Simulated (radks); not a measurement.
C2+, 4 electrons, occupied as [He] 2s2.

All-electron calculation, Dirac Kohn-Sham, PBE, spin-unpolarised, spherical densities, point nucleus. Program: a radial shooting solver on a logarithmic mesh with Libxc functionals.

Energy parts (eV):
part                     energy
total                  -992.616
kinetic                 991.225
electron-nucleus      -2192.816
Hartree                 327.709
exchange-correlation   -118.733

Orbitals (lengths in bohr, moments of r in powers of bohr; <r^-3> diverges for s and p1/2):
| orbital | occ. | eigenvalue (eV) | <r^-3> | small-component weight |
|---|---|---|---|---|
| 1s1/2 | 2 | -308.5377 | - | 4.25e-04 |
| 2s1/2 | 2 | -40.3784 | - | 5.91e-05 |

The highest occupied level is 2s1/2 at -40.378 eV. For comparison, the ionisation energy in NIST's Atomic Spectra Database is 47.888 eV (measured). In exact Kohn-Sham theory the highest level is minus the ionisation energy, but local and semilocal functionals leave it too shallow, through self-interaction and a potential that decays too fast; potentials with the right tail come closer. Summed over all electrons, <r^2> = 4.566 bohr^2, which gives a Langevin (diamagnetic) susceptibility term of -3.62 x 10^-6 cm^3/mol.
